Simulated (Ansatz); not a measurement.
Reaction (SMILES): [NH]B(N)Br -> [NH-]B(N)Br (an electron is taken up)
Geometries: B3LYP-D3(BJ)/def2-TZVP minima from Ansatz (a first-principles code), one conformer each, not searched for the lowest.

Quantity: adiabatic electron affinity (electronic energy difference), positive where the reaction releases energy, in eV. Correlated levels leave the core frozen unless marked. Open shells are spin-unrestricted. Spin-orbit coupling is left out. Frozen are the shells of the preceding noble gas and the d and f shells that filled before the atom's block. Non-relativistic. Anions need diffuse functions: aug- sets have them; def2-D sets add few; the other sets have none. CBS(X,Y): correlation extrapolated as X^-3; Hartree-Fock from the larger set.

| level | program | adiabatic electron affinity (eV) | minus last row |
|---|---|---|---|
| SVWN5/def2-TZVPD | Ansatz | 2.75 | 0.10 |
| PBE-D3(BJ)/def2-TZVPD | Ansatz + dftd3 | 2.49 | -0.16 |
| BLYP/def2-TZVPD | Ansatz | 2.46 | -0.19 |
| B3LYP/def2-TZVPD | Ansatz | 2.52 | -0.13 |
| PBE0/6-31G* | Ansatz | 1.90 | -0.75 |
| PBE0-D3(BJ)/def2-TZVPD | Ansatz + dftd3 | 2.36 | -0.29 |
| PBE0-D4/def2-TZVP | Ansatz + dftd4 | 2.27 | -0.38 |
| PBE0/def2-TZVP | Ansatz | 2.26 | -0.39 |
| PBE0/def2-TZVPD | Ansatz | 2.36 | -0.29 |
| PBE0/def2-QZVPP | Ansatz | 2.33 | -0.32 |
| BHLYP-D4/def2-TZVPD | Ansatz + dftd4 | 2.20 | -0.45 |
| r2SCAN0-D4/def2-TZVPD | Ansatz + dftd4 | 2.26 | -0.39 |
| CAM-B3LYP/def2-TZVPD | Ansatz | 2.49 | -0.16 |
| LC-wPBE-D4/def2-TZVPD | Ansatz + dftd4 | 2.42 | -0.23 |
| wB97X-V/def2-TZVPD | Ansatz | 2.44 | -0.21 |
| MP2/6-31G* | Ansatz | 1.86 | -0.79 |
| MP2/aug-cc-pVDZ | Ansatz | 2.66 | 0.01 |
| MP2/aug-cc-pVQZ | Ansatz | 2.83 | 0.18 |
| SCS-MP2/6-31G* | Ansatz | 1.78 | -0.87 |
| CCSD/aug-cc-pVQZ | Ansatz | 2.45 | -0.20 |
| CCSD(T)/CBS(aug-cc-pVTZ,aug-cc-pVQZ) | Ansatz | 2.65 | 0.00 |
